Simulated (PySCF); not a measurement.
## Working out the ionisation energy of Mo²⁺

Mo²⁺ [Kr] 4d4 (5D) → Mo³⁺ [Kr] 4d3 (4F). Computed with PySCF 2.14 in aug-cc-pVTZ-PP with ECP28MDF (6s6p5d3f2g, 88 functions), with a scalar-relativistic core potential. Frozen: 4s2 4p6. Energies in hartree (1 hartree = 27.21139 eV):

```json
{"part": "UHF", "Mo²⁺ (lower)": "-66.561372", "Mo³⁺ (upper)": "-65.603526"}
{"part": "CCSD correlation", "Mo²⁺ (lower)": "-0.040265", "Mo³⁺ (upper)": "-0.018308"}
{"part": "(T)", "Mo²⁺ (lower)": "-0.000388", "Mo³⁺ (upper)": "-0.000066"}
```

What does Hartree-Fock give?

(-65.603526) − (-66.561372) = 0.957846 hartree = 26.064 eV.

What do CCSD and CCSD(T) give?

The CCSD correlation energies differ by 0.021957 hartree = 0.597 eV and the triples by 0.000322 hartree = 0.009 eV, so CCSD gives 26.661 eV and CCSD(T) 26.670 eV.

Reference: 27.13 ± 0.12 eV (semi-empirical (NIST evaluation); NIST Atomic Spectra Database, ionization energies), between the lowest levels; spin-orbit coupling is absent from the calculation.

What remains against the reference includes basis incompleteness, the frozen core and higher excitations.
